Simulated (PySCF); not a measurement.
Gas-phase thermal properties of GeCl₄

Computed with PySCF (xtb for GFN2) and rigid-rotor harmonic-oscillator thermochemistry at 1 bar. 6-31G* has spherical d functions here. All species are closed-shell singlets. B3LYP is the form with VWN-RPA correlation. Ge: all electrons, no relativistic terms. The harmonic model lacks anharmonicity and excited electronic states, which grow with temperature; levels with a mode under 35 cm⁻¹ are left out.

```json
[
 {"level": "B3LYP/6-31G*", "point group": "Td", "σ": "12", "ZPE (kJ/mol)": "14.5", "S°298 (J/mol/K)": "351.4", "Cp298 (J/mol/K)": "96.9", "S°1000 (J/mol/K)": "476.7", "H1000 − H298 (kJ/mol)": "73.3"},
 {"level": "GFN2-xTB", "point group": "Td", "σ": "12", "ZPE (kJ/mol)": "11.8", "S°298 (J/mol/K)": "364.0", "Cp298 (J/mol/K)": "100.3", "S°1000 (J/mol/K)": "491.1", "H1000 − H298 (kJ/mol)": "74.1"},
 {"level": "HF/6-31G*", "point group": "Td", "σ": "12", "ZPE (kJ/mol)": "16.0", "S°298 (J/mol/K)": "344.6", "Cp298 (J/mol/K)": "95.0", "S°1000 (J/mol/K)": "468.9", "H1000 − H298 (kJ/mol)": "72.8"},
 {"level": "PBE/def2-SVP", "point group": "Td", "σ": "12", "ZPE (kJ/mol)": "14.4", "S°298 (J/mol/K)": "352.9", "Cp298 (J/mol/K)": "96.9", "S°1000 (J/mol/K)": "478.2", "H1000 − H298 (kJ/mol)": "73.3"},
 {"level": "PBE0/def2-TZVP", "point group": "Td", "σ": "12", "ZPE (kJ/mol)": "15.2", "S°298 (J/mol/K)": "349.0", "Cp298 (J/mol/K)": "95.9", "S°1000 (J/mol/K)": "473.8", "H1000 − H298 (kJ/mol)": "73.0"}
]
```
σ: rotational symmetry number. Electronic degeneracy used: 1. Frequencies are unscaled.
